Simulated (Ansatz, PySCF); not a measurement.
Gas-phase reaction in SMILES: CCCO -> [CH3] (CH3) + [CH2]CO (the C-C bond at the site shown breaks; other sites are not compared here)
Each molecule is optimised on its own at B3LYP-D3(BJ)/def2-TZVP (Ansatz, a program for electronic structure), one conformer each, not searched for the lowest.

Property: bond dissociation energy (0 K, with B3LYP-D3(BJ) harmonic zero-point energies from PySCF), in eV. Valence correlation only, unless marked. UHF or UKS for open shells. Spin-orbit coupling is left out. No relativistic terms. Basis-set limits of correlation are two-point, X^-3; Hartree-Fock from the larger set. The bracket is a focal-point correction in the basis named.

| level | program | bond dissociation energy (eV) |
|---|---|---|
| HF/6-31G* | Ansatz | 2.61 |
| HF-D4/def2-TZVPD | PySCF + dftd4 | 2.67 |
| SVWN5/def2-TZVPD | Ansatz | 4.51 |
| PBE-D4/def2-TZVPD | Ansatz + dftd4 | 3.76 |

Question: Estimate the value at RI-MP2/CBS(cc-pVTZ,cc-pVQZ)+[CCSD(T)-MP2]/cc-pVTZ as computed with Ansatz.

Answer: 3.85 eV, so PBE-D4/def2-TZVPD differs from it by -0.09 eV.
